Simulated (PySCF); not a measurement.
Record of a relaxation.

Species: C2H8SSi.
SMILES with atom numbers: `[SiH3:1][CH2:2][CH2:3][SH:4]` (hydrogens: H5, H6, H7 on Si1; H8, H9 on C2; H10, H11 on C3; H12 on S4)

Computed by this run: PySCF 2.14.0, PBE0-D3(BJ)/def2-SVP geometry optimisation, gas phase; density fitting, grid level 1; the optimiser is geomeTRIC in internal coordinates, started from a GFN2-xTB structure. The frame can shift and turn from step to step; on so coarse a grid that alone can change the energy by a few meV, and forces under 0.02 eV/Å are noise.

Step 0: E = -20900.2629 eV, largest atomic force 1.082 eV/Å
```
atom  x, y, z in Å  |  force x, y, z in eV/Å
Si1     1.798    0.159   -0.101   -1.014   0.102  -0.365
C2     -0.055    0.135   -0.552    0.404  -0.191   0.452
C3     -0.907   -0.431    0.562   -0.588   0.276  -0.468
S4     -2.683   -0.537    0.116    0.088  -0.599   0.142
H5      2.249   -1.210    0.152    0.259  -0.558   0.118
H6      2.530    0.747   -1.221    0.452   0.226  -0.422
H7      1.981    0.970    1.103    0.166   0.316   0.505
H8     -0.212   -0.457   -1.456    0.040  -0.171  -0.345
H9     -0.390    1.149   -0.784    0.017   0.364  -0.107
H10    -0.628   -1.458    0.793    0.096  -0.353   0.188
H11    -0.833    0.166    1.472    0.142   0.089   0.372
H12    -2.848    0.766   -0.109   -0.062   0.499  -0.070
```

Step 1: E = -20900.3273 eV, largest atomic force 0.172 eV/Å
```
atom  x, y, z in Å  |  force x, y, z in eV/Å
Si1     1.830    0.166   -0.025    0.025  -0.039   0.064
C2     -0.016    0.128   -0.439   -0.054   0.050  -0.118
C3     -0.890   -0.427    0.674    0.076  -0.060   0.127
S4     -2.659   -0.563    0.263   -0.017   0.164  -0.051
H5      2.327   -1.221    0.240   -0.008   0.014  -0.001
H6      2.625    0.751   -1.148   -0.049   0.000  -0.013
H7      2.069    0.988    1.204   -0.009  -0.006  -0.015
H8     -0.165   -0.463   -1.360    0.028   0.024   0.026
H9     -0.333    1.158   -0.686    0.033  -0.035   0.004
H10    -0.598   -1.463    0.925   -0.020   0.072  -0.012
H11    -0.780    0.160    1.601   -0.005  -0.033  -0.040
H12    -2.862    0.763    0.055    0.001  -0.151   0.029
```

Step 2: E = -20900.3291 eV, largest atomic force 0.042 eV/Å
```
atom  x, y, z in Å  |  force x, y, z in eV/Å
Si1     1.828    0.163   -0.021    0.023  -0.011   0.020
C2     -0.014    0.131   -0.441   -0.031   0.013  -0.026
C3     -0.886   -0.425    0.674    0.013   0.001   0.009
S4     -2.656   -0.562    0.260   -0.009  -0.009  -0.009
H5      2.324   -1.224    0.244   -0.002   0.003   0.002
H6      2.612    0.747   -1.152   -0.009   0.002  -0.010
H7      2.068    0.987    1.205    0.000  -0.001  -0.002
H8     -0.160   -0.459   -1.361    0.008  -0.003   0.006
H9     -0.326    1.161   -0.689    0.010  -0.002   0.007
H10    -0.595   -1.458    0.924   -0.006   0.002  -0.002
H11    -0.778    0.160    1.601   -0.001   0.005  -0.006
H12    -2.869    0.758    0.061    0.004  -0.001   0.010
```

Step 3: E = -20900.3294 eV, largest atomic force under 0.02 eV/Å
```
atom  x, y, z in Å  |  force x, y, z in eV/Å
Si1     1.829    0.161   -0.020    0.005  -0.001   0.000
C2     -0.014    0.132   -0.442   -0.011  -0.002   0.001
C3     -0.887   -0.424    0.673    0.004  -0.002  -0.008
S4     -2.656   -0.563    0.258    0.001  -0.009  -0.004
H5      2.323   -1.225    0.246   -0.001   0.000   0.002
H6      2.610    0.744   -1.154    0.000  -0.001  -0.002
H7      2.070    0.988    1.204    0.001   0.001   0.000
H8     -0.157   -0.459   -1.362    0.003  -0.003  -0.001
H9     -0.323    1.162   -0.690    0.002   0.003   0.005
H10    -0.596   -1.457    0.922    0.002  -0.004   0.004
H11    -0.779    0.161    1.600   -0.002   0.006   0.000
H12    -2.871    0.757    0.069   -0.005   0.011   0.004
```

**Question.** Summarise the path.

**Answer.** The energy falls by 0.0665 eV from step 0 to step 3; nine tenths of that is first reached at step 1. It falls at every step. The largest force goes from 1.082 to under 0.02 eV/Å. Among the bonds Si1–H5 changes most (a near tie, within 0.001 Å, with another), from 1.463 to 1.496 Å; the atoms move by 0.037 Å rms after alignment.

**Question.** Follow the three bonds and two angles with the largest change from start to end.

**Answer.** 
| step | E above end (eV) | largest force (eV/Å) | Si1–H5 (Å) | Si1–H6 (Å) | Si1–H7 (Å) | H10–C3–H11 (°) | C2–Si1–H6 (°) |
| --- | --- | --- | --- | --- | --- | --- | --- |
| 0 | 0.0665 | 1.082 | 1.463 | 1.462 | 1.464 | 108.8 | 108.1 |
| 1 | 0.0021 | 0.172 | 1.497 | 1.495 | 1.498 | 106.4 | 111.2 |
| 2 | 0.0002 | 0.042 | 1.496 | 1.494 | 1.497 | 106.3 | 110.5 |
| 3 | 0.0000 | under 0.02 | 1.496 | 1.495 | 1.496 | 106.4 | 110.2 |

The cost below is that of the whole optimisation. Hardware: one thread, Intel Xeon Platinum 8559C (x86_64), shared host. Cost: 9.8 s wall, 0.52 GiB resident at most.
